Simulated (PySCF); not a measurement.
Threshold energies of ZnBr in a plasma

PBE0 in PySCF with def2-TZVPPD on every atom, for the lowest determinant that a PBE0 search found; no spin–orbit coupling.

```csv
species,state (unpaired electrons),Re (Å),ωe (cm⁻¹),energy of the minimum from the neutral (eV),De (eV),dissociates to
ZnBr,doublet (σ ↑),2.305,274,0.00,1.99,Zn + Br
ZnBr⁺,singlet (closed shell),2.191,342,8.66,2.43,Zn⁺ + Br
ZnBr⁻,singlet (closed shell),2.707,123,-2.05,0.58,Zn + Br⁻
```

Problem. Work out the lowest energy to break ZnBr into atoms, from its vibrational ground state.

Solution. D0 = De − ωe/2 = 1.99 − 0.02 = 1.97 eV (PBE0/def2-TZVPPD).

Problem. Work out the ionisation energy of the Zn atom at this level and the threshold of dissociative ionisation.

Solution. IE(Zn) = 8.66 + 2.43 − 1.99 = 9.10 eV, so Zn⁺ + Br + e⁻ appears at D0 + IE(Zn) = 11.07 eV (PBE0/def2-TZVPPD). The measured IE(Zn) is 9.394 eV (NIST ASD).

Problem. Work out the electron affinity of the Br atom and the threshold of dissociative attachment.

Solution. EA(Br) = 1.99 − 0.58 − (-2.05) = 3.46 eV, so Zn + Br⁻ needs D0 − EA(Br) = -1.49 eV (negative: it is exothermic at zero electron energy) (PBE0/def2-TZVPPD). The measured EA(Br) is 3.364 eV.

Problem. At which energy does ion-pair formation open?

Solution. Zn⁺ + Br⁻ lies at D0 + IE(Zn) − EA(Br) = 7.61 eV (PBE0/def2-TZVPPD).

These are thermodynamic thresholds; the onsets seen under electron impact lie higher where the geometry changes, and cross-sections peak well above them.

Spin–orbit coupling is left out. For an ion De counts to the pair picked by the measured ionisation energies or electron affinities, which need not be the lowest pair at this level. States were picked by a PBE0 search and need not be the measured ground states.
